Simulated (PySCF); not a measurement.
Computed data sheet: `[SiH3]C1=CC=C([SiH3])[CH-][CH]1` [radical]

C6H10Si2 (charge -1 and doublet state).
Numbering: `[SiH3:1][C:2]1=[CH:3][CH:4]=[C:5]([SiH3:6])[CH-:7][CH:8]1` (hydrogens: H9, H10, H11 on Si1; H12 on C3; H13 on C4; H14, H15, H16 on Si6; H17 on C7; H18 on C8)

From PBE0-D3(BJ)/def2-SVP geometry optimisation, gas phase (PySCF):

```
Rotational constants A, B, C : 4.982, 0.648, 0.581 GHz
```

From UKS B3LYP, IGLO-III on C Si, pcH-1 on H, non-relativistic, mean-field spin-orbit, GIAO (PySCF):

```
Isotropic g value                                                      : 2.00293
Principal g values                                                     : 2.00221, 2.00287, 2.00370
Spin squared ⟨S²⟩                                                      : 0.756
Largest Mulliken spin population                                       : 0.33 on C2/C5
Largest isotropic hyperfine couplings (means over sets of like nuclei) : 1H +23.2 (H9/H10/H11/H14/H15/H16), 29Si +22.3 (Si1/Si6), 13C +18.5 (C2/C5), 13C -5.5 (C3/C4/C7/C8), 1H -5.2 (H12/H13/H17/H18) MHz
```

Monoisotopic mass of the ion (most abundant isotopes, electron mass counted): 138.0327 u.

The rotational constants make it an asymmetric top with κ = (2B − A − C)/(A − C) = -0.97, nearer the prolate limit (−1). g_iso is shifted by about +610 ppm from the free-electron value 2.002319; the principal values span 0.0015. With B = h/(8π²I), that is 505.379 GHz u Å² over I, the principal moments of inertia are 101.4, 779.4 and 869.7 u Å² (most abundant isotopes). ⟨S²⟩ is 0.006 above the pure-spin value S(S + 1) = 0.75.

Whether the extra electron is bound in the gas phase wasn't checked; a finite basis holds it in any case. The unpaired spin is shared among atoms: the largest Mulliken spin population is 0.33. Couplings of like nuclei are plain means over topologically equivalent atoms, as if these changed places fast (by rotation of a methyl-like group, say); in this geometry the members of some sets differ.
